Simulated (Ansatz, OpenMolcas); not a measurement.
**Worked example: vertical energy of the triplet above the singlet of CH3BClFO (SMILES OC(F)BCl)**

CH3BClFO has 8 atoms, charge 0, and is taken as a singlet. SMILES: `OC(F)BCl`. The shape is that of a PBE0-D4/def2-TZVP optimisation. This is one conformer, not always the lowest.

Both states at this one shape; open shells run unrestricted unless said. 1 Eh = 27.2114 eV.

| level | program | singlet CH3BClFO (Eh) | triplet CH3BClFO (Eh) |
| --- | --- | --- | --- |
| M06-L/def2-SVP | OpenMolcas | -699.693590 | -699.527226 |
| B3LYP/6-31G* (spherical functions) | Ansatz | -700.027968 | -699.858137 |

Q: Work out the vertical gap, second state less first, at each level.

A: 
1. M06-L/def2-SVP: -699.527226 − (-699.693590) = 0.166364 Eh = 4.53 eV.
2. B3LYP/6-31G* (spherical functions): -699.858137 − (-700.027968) = 0.169831 Eh = 4.62 eV.

No measured value is set beside it here; the levels span 4.53 to 4.62 eV.
